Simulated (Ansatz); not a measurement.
Geometry optimisation, UKS PBE0-D4/def2-SVP (Ansatz).

Input:

```yaml
crystal:
  periodic: [false, false, false]
  atoms:
    - { symbol: Ge, position_ang: [-0.460744, -0.883498, -0.59729] }
    - { symbol: "N", position_ang: [1.216175, -0.099769, -0.221433] }
    - { symbol: H, position_ang: [-0.356573, -1.995981, -1.674832] }
    - { symbol: H, position_ang: [-0.979537, -1.493042, 0.707136] }
    - { symbol: H, position_ang: [-1.364248, 0.227653, -1.148696] }
    - { symbol: H, position_ang: [0.147863, 1.179665, 1.379053] }
    - { symbol: O, position_ang: [-0.776392, 1.411126, 1.55699] }
    - { symbol: H, position_ang: [1.88548, -0.774681, 0.144382] }
    - { symbol: H, position_ang: [1.637243, 0.337305, -1.038812] }
    - { symbol: H, position_ang: [-0.949366, 2.091124, 0.893503] }
magnetization:
  spin_polarized: true
basis:
  gaussian: { orbitals: def2-SVP }
hamiltonian:
  xc: pbe0
  dispersion: d4
relax:
  f_tol: 0.03
  max_steps: 50
output:
  orbitals: {}
```

Command:

```bash
$ ansatz run input.yaml --threads 4 --pin off --max-ram 5120MiB --backend cpu --events-out ev --progress --plain --runs-dir out
```

Where does it end, and by what steps?

The run converged. After 8 steps the energy has fallen by 0.087 eV; H6 moved furthest, 0.32 Å.

```
step  energy less start (eV)  largest force component (eV/Å)  accepted
   0                  0.0000                           0.639       yes
   1                 -0.0181                           1.265       yes
   2                 -0.0456                           1.001       yes
   3                  0.0444                           0.695        no
   4                 -0.0809                           0.391       yes
   5                 -0.0851                           0.126       yes
   6                 -0.0833                           0.206        no
   7                 -0.0865                           0.053       yes
   8                 -0.0869                           0.014       yes
```

```xyz
10
Properties=species:S:1:pos:R:3
Ge -0.486 -0.915 -0.623
N 1.095 -0.042 -0.169
H -0.251 -2.012 -1.691
H -1.036 -1.550 0.656
H -1.424 0.149 -1.209
H 0.206 1.083 1.077
O -0.556 1.424 1.588
H 1.762 -0.651 0.301
H 1.572 0.370 -0.969
H -0.883 2.143 1.038
```

Whether the end is a true minimum wasn't checked by a vibrational analysis.

Time of the run: 29 s on 4 threads of Arm Neoverse N1 (shared host), peak memory 0.28 GiB.
